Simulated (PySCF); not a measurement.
Species: C5H4O3 (charge +1 and doublet state).
SMILES with atom numbers: `[O:1]=[C:2]([OH:3])[C+:4]1[CH:5][CH:6]=[CH:7][O:8]1` (hydrogens: H9 on O3; H10 on C5; H11 on C6; H12 on C7)

The calculation used PySCF 2.14.0, PBE0-D3(BJ)/def2-SVP geometry optimisation, gas phase.

Question: What internal coordinates does the optimisation give?

Answer: 
```tsv
bond	length (Å)
O1=C2	1.195
C2–O3	1.318
C2–C4	1.495
C4–C5	1.418
C5–C6	1.379
C6=C7	1.418
C7–O8	1.327
C4–O8	1.342
O3–H9	0.974
C5–H10	1.090
C6–H11	1.091
C7–H12	1.093
```

A selection of angles:
```tsv
angle	degrees
O1–C2–O3	129.0
O1–C2–C4	121.2
O3–C2–C4	109.8
C2–C4–C5	132.9
C2–C4–O8	116.7
C5–C4–O8	110.3
C4–C5–C6	105.8
C5–C6–C7	105.7
C6–C7–O8	110.9
C4–O8–C7	107.3
H9–O3–C2	109.9
```

Torsions: O1–C2–C4–C5 -174° (antiperiplanar); C2–C4–C5–C6 179° (antiperiplanar); C4–C5–C6–C7 0° (synperiplanar); C5–C6–C7–O8 0° (synperiplanar); C6–C7–O8–C4 0° (synperiplanar); C2–C4–O8–C7 -179° (antiperiplanar); H9–O3–C2–O1 0° (synperiplanar). The mirror-image conformer, all signs reversed, is as good.

C7 (carbon bonded to C, O and H) is planar (angles 132.3°, 116.8° and 110.9°, sum 360.0°, 0.00 Å off the plane of its three neighbours). C2 (carbon bonded to C and 2 O) is planar (angles 129.0°, 121.2° and 109.8°, sum 360.0°, 0.00 Å off the plane of its three neighbours). C6 (carbon bonded to 2 C and H) is planar (angles 128.6°, 125.7° and 105.7°, sum 360.0°, 0.00 Å off the plane of its three neighbours). Of the pairs four or more bonds apart, O3···H10 is among the closest relative to their van der Waals radii: 2.82 Å, 104 % of the sum of Bondi's values. The C–O distances run from 1.195 Å (O1=C2, drawn double in a drawing that doesn't fit all lengths) to 1.342 Å (C4–O8, drawn single in a drawing that doesn't fit all lengths), a spread of 0.147 Å. The 5-membered ring C4–C5–C6–C7–O8 has internal angles of 105.7° to 110.9°; it is planar, 0.00 Å rms from its mean plane, widest ring torsion 0°. C4 (carbon bonded to 2 C and O) is planar (angles 132.9°, 116.7° and 110.3°, sum 360.0°, 0.01 Å off the plane of its three neighbours).

Point group: near Cs, missed by 0.17 Å at most; the miss may be what the optimiser left on a soft mode. PBE0-D3(BJ)/def2-SVP frequencies: not computed here. ⟨S²⟩ = 0.766 (exact for a doublet: 0.75). Torsions: O1–C2–O3–H 0°, O1–C2–C4–C5 -174°.
